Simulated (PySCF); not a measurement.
C₃H₅BO₂, SMILES C=C1OCB1O.

Geometry: PBE0-D3(BJ)/def2-SVP. This is a generated structure with no PubChem entry under its InChIKey; it may be hypothetical. Other conformers were not sampled.

Calculation: B3LYP/def2-TZVP (PySCF).

Symmetry labels are those of the subgroup Cs that the program uses (full group Cs).

List the valence orbital energies around the gap with their symmetry. (The exact figures need the calculation; the answer reports its results.)


```tsv
orbital	symmetry	energy (eV)
HOMO−7	A'	-12.70
HOMO−6	A'	-11.78
HOMO−5	A'	-10.91
HOMO−4	A"	-10.68
HOMO−3	A"	-9.38
HOMO−2	A'	-8.77
HOMO−1	A'	-8.40
HOMO	A"	-6.33
LUMO	A"	-1.28
LUMO+1	A'	0.01
LUMO+2	A'	1.21
LUMO+3	A'	1.68
```
